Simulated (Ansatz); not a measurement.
`C=C[SiH2]Br`, relaxed with RKS PBE0-D4/def2-TZVP in the Gaussian-basis code of Ansatz from a PBE-D4/def2-SVP geometry. The force threshold is 0.005 eV/Å; the program also tests the step.

The species carries charge 0 and has multiplicity 1.

Start:

```xyz
9

C    -1.245    1.006    0.035
C    -0.570   -0.072    0.486
Si    0.977   -0.706   -0.349
Br    2.734   -0.533    1.051
H    -0.909    1.576   -0.849
H    -2.164    1.369    0.527
H    -0.946   -0.602    1.381
H     0.863   -2.159   -0.712
H     1.260    0.121   -1.571
```

Task: How much energy does the relaxation release, and in how many steps? (An estimate is asked.)

Result: The calculation gave: 4.21 kJ/mol, in 6 steps.

Task: Which bonds change most? (An estimate is asked.)

Result: Computed: Si3–Br4 from 2.252 to 2.229 Å; C2–Si3 from 1.869 to 1.848 Å; Si3–H8 from 1.502 to 1.482 Å; Si3–H9 from 1.502 to 1.482 Å.

Task: Give the relaxed structure. (Estimate.)

Result: The calculation gave: 
```xyz
9

C    -1.231    0.986    0.031
C    -0.565   -0.070    0.490
Si    0.961   -0.693   -0.345
Br    2.705   -0.543    1.035
H    -0.900    1.534   -0.847
H    -2.135    1.353    0.511
H    -0.932   -0.580    1.378
H     0.850   -2.125   -0.714
H     1.246    0.137   -1.540
```
